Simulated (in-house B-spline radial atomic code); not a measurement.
Orbital energies and mean radii along the 16-electron series, configuration [Ne] 3s2 3p4. The effective charge is n√(-2ε), a non-relativistic measure. Computed with an all-electron radial atomic-structure program (B-spline basis): Dirac-Hartree-Fock, average of the configuration, finite nuclei.

| ion | Z | energy of 3s1/2 (Eh) | mean radius of 3s1/2 (bohr) | energy of 3p1/2 (Eh) | mean radius of 3p1/2 (bohr) | effective charge of 3s1/2 |
| --- | --- | --- | --- | --- | --- | --- |
| La41+ | 57 | -123.72 | 0.25892 | -119 | 0.24604 | 47.191 |
| Ce42+ | 58 | -129.38 | 0.25334 | -124.54 | 0.24058 | 48.259 |
| Pr43+ | 59 | -135.18 | 0.24797 | -130.21 | 0.23532 | 49.328 |
| Nd44+ | 60 | -141.13 | 0.24279 | -136.03 | 0.23025 | 50.401 |
| Pm45+ | 61 | -147.21 | 0.2378 | -141.99 | 0.22538 | 51.476 |
| Sm46+ | 62 | ? | ? | ? | ? | ? |
| Eu47+ | 63 | -159.82 | 0.22833 | -154.34 | 0.21613 | 53.635 |
| Gd48+ | 64 | ? | ? | ? | ? | ? |
| Tb49+ | 65 | -173.02 | 0.21947 | -167.27 | 0.20751 | 55.806 |
| Dy50+ | 66 | -179.84 | 0.21526 | -173.96 | 0.20341 | 56.896 |
| Ho51+ | 67 | -186.82 | 0.21118 | -180.81 | 0.19944 | 57.99 |
| Er52+ | 68 | ? | ? | ? | ? | ? |
| Tm53+ | 69 | -201.25 | 0.20339 | -194.96 | 0.19188 | 60.187 |
| Yb54+ | 70 | -208.7 | 0.19967 | -202.27 | 0.18827 | 61.291 |

(1) Fill in the row of Sm46+.

(2) Fill in the row of Gd48+.

(3) Fill in the row of Er52+.

(4) How does the screening of 3s1/2 change?

Results:

(1) energy of 3s1/2 (Eh): -153.44; mean radius of 3s1/2 (bohr): 0.23298; energy of 3p1/2 (Eh): -148.09; mean radius of 3p1/2 (bohr): 0.22067; effective charge of 3s1/2: 52.554.

(2) energy of 3s1/2 (Eh): -166.34; mean radius of 3s1/2 (bohr): 0.22383; energy of 3p1/2 (Eh): -160.73; mean radius of 3p1/2 (bohr): 0.21175; effective charge of 3s1/2: 54.719.

(3) energy of 3s1/2 (Eh): -193.96; mean radius of 3s1/2 (bohr): 0.20722; energy of 3p1/2 (Eh): -187.8; mean radius of 3p1/2 (bohr): 0.1956; effective charge of 3s1/2: 59.087.

(4) Z less the effective charge goes from 9.81 at Z = 57 to 8.71 at Z = 70.
